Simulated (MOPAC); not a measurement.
A run for MOPAC: PM7 on H6 ring, a point of a bond scan (R = 3.600 Å).

```
PM7 1SCF PRECISE CHARGE=0 THREADS=1
H6

H      3.60000000 1     0.00000000 1     0.00000000 1
H      1.80000000 1     3.11769145 1     0.00000000 1
H     -1.80000000 1     3.11769145 1     0.00000000 1
H     -3.60000000 1     0.00000000 1     0.00000000 1
H     -1.80000000 1    -3.11769145 1     0.00000000 1
H      1.80000000 1    -3.11769145 1     0.00000000 1
```

The log:

```
*******************************************************************************
 **                                                                           **
 **                              MOPAC v23.2.5                                **
 **                                                                           **
 *******************************************************************************
 ** MOPAC's Digital Object Identifier: https://doi.org/10.5281/zenodo.6511958 **
 **                                                                           **
 ** Please cite the open-source release paper for use of this MOPAC version:  **
 ** J. E. Moussa and J. J. P. Stewart (2026)                                  **
 ** MOPAC: An open-source semiempirical molecular orbital program             **
 ** J. Open Source Softw., 11(119), 8025, https://doi.org/10.21105/joss.08025 **
 *******************************************************************************

                              PM7 CALCULATION RESULTS

 *******************************************************************************
 *  PM7        - The PM7 Hamiltonian to be used
 *
 *
 *
 *                 CHARGE ON SYSTEM = 0
 *
 *
 *
 *  PRECISE    - TIGHTER CRITERIA TO BE USED
 *  1SCF       - DO 1 SCF AND THEN STOP
 *  THREADS=1  - MULTI-THREADING NOT USED
 *  T=         - A TIME OF 172800.0 SECONDS REQUESTED
 *  DUMP=N     - RESTART FILE WRITTEN EVERY 7200.0 SECONDS REQUESTED
 *******************************************************************************
PM7 1SCF PRECISE CHARGE=0 THREADS=1
 H6

   ATOM   CHEMICAL          X               Y               Z
  NUMBER   SYMBOL      (ANGSTROMS)     (ANGSTROMS)     (ANGSTROMS)

     1       H          3.60000000  *   0.00000000  *   0.00000000  *
     2       H          1.80000000  *   3.11769145  *   0.00000000  *
     3       H         -1.80000000  *   3.11769145  *   0.00000000  *
     4       H         -3.60000000  *   0.00000000  *   0.00000000  *
     5       H         -1.80000000  *  -3.11769145  *   0.00000000  *
     6       H          1.80000000  *  -3.11769145  *   0.00000000  *



          CARTESIAN COORDINATES

    NO.       ATOM           X           Y           Z

     1         H          3.6000      0.0000      0.0000
     2         H          1.8000      3.1177      0.0000
     3         H         -1.8000      3.1177      0.0000
     4         H         -3.6000      0.0000      0.0000
     5         H         -1.8000     -3.1177      0.0000
     6         H          1.8000     -3.1177      0.0000

 General Reference for PM7:
 "Optimization of Parameters for Semiempirical Methods VI: More Modifications to the
 NDDO Approximations and Re-optimization of Parameters", J. J. P. Stewart, J. Mol. Mod., 1:32, 19 (2013)
 https://link.springer.com/article/10.1007/s00894-012-1667-x

           Empirical Formula: H6  =     6 atoms



      MOLECULAR POINT GROUP   :   D6h


      RHF CALCULATION, NO. OF DOUBLY OCCUPIED LEVELS = 3


 -------------------------------------------------------------------------------
 PM7 1SCF PRECISE CHARGE=0 THREADS=1
 H6



     1SCF WAS SPECIFIED, SO BFGS WAS NOT USED
     SCF FIELD WAS ACHIEVED


                              PM7 CALCULATION
                                                       MOPAC v23.2.5 Linux




          FINAL HEAT OF FORMATION =        665.61174 KCAL/MOL =    2784.91953 KJ/MOL


          COSMO AREA              =        141.26 SQUARE ANGSTROMS
          COSMO VOLUME            =         72.39 CUBIC ANGSTROMS

          IONIZATION POTENTIAL    =          5.669332 EV
          HOMO LUMO ENERGIES (EV) =         -5.669 -2.321
          NO. OF FILLED LEVELS    =          3
          MOLECULAR WEIGHT        =          6.0474         POINT GROUP:  D6h

          MOLECULAR DIMENSIONS (Angstroms)

            Atom       Atom       Distance
            H     4    H     1     7.20000
            H     5    H     2     6.23538
            H     1    H     2     0.00000


          SCF CALCULATIONS        =          1





   ATOM   CHEMICAL          X               Y               Z
  NUMBER   SYMBOL      (ANGSTROMS)     (ANGSTROMS)     (ANGSTROMS)

     1       H          3.60000000  *   0.00000000  *   0.00000000  *
     2       H          1.80000000  *   3.11769145  *   0.00000000  *
     3       H         -1.80000000  *   3.11769145  *   0.00000000  *
     4       H         -3.60000000  *   0.00000000  *   0.00000000  *
     5       H         -1.80000000  *  -3.11769145  *   0.00000000  *
     6       H          1.80000000  *  -3.11769145  *   0.00000000  *

                             CARTESIAN COORDINATES

   1    H        3.600000000     0.000000000     0.000000000
   2    H        1.800000000     3.117691450     0.000000000
   3    H       -1.800000000     3.117691450     0.000000000
   4    H       -3.600000000     0.000000000     0.000000000
   5    H       -1.800000000    -3.117691450     0.000000000
   6    H        1.800000000    -3.117691450     0.000000000


           Empirical Formula: H6  =     6 atoms



      MOLECULAR POINT GROUP   :   D6h


                  EIGENVALUES
  -6.34458  -5.66933  -5.66933  -2.32070  -2.32070  -1.64706


              NET ATOMIC CHARGES AND DIPOLE CONTRIBUTIONS

  ATOM NO.   TYPE          CHARGE      No. of ELECS.   s-Pop
    1          H          -0.000000        1.0000     1.00000
    2          H          -0.000000        1.0000     1.00000
    3          H          -0.000000        1.0000     1.00000
    4          H           0.000000        1.0000     1.00000
    5          H           0.000000        1.0000     1.00000
    6          H           0.000000        1.0000     1.00000
 DIPOLE           X         Y         Z       TOTAL
 POINT-CHG.    -0.000    -0.000     0.000     0.000
 HYBRID         0.000     0.000     0.000     0.000
 SUM           -0.000    -0.000     0.000     0.000


          ATOMIC ORBITAL ELECTRON POPULATIONS

     Atom    s
    1  H   1.00000
    2  H   1.00000
    3  H   1.00000
    4  H   1.00000
    5  H   1.00000
    6  H   1.00000

 **********************
 *                    *
 * JOB ENDED NORMALLY *
 *                    *
 **********************




 == MOPAC DONE ==
```

The run finished.

Cost: about 0.020 core-seconds (a rough figure).
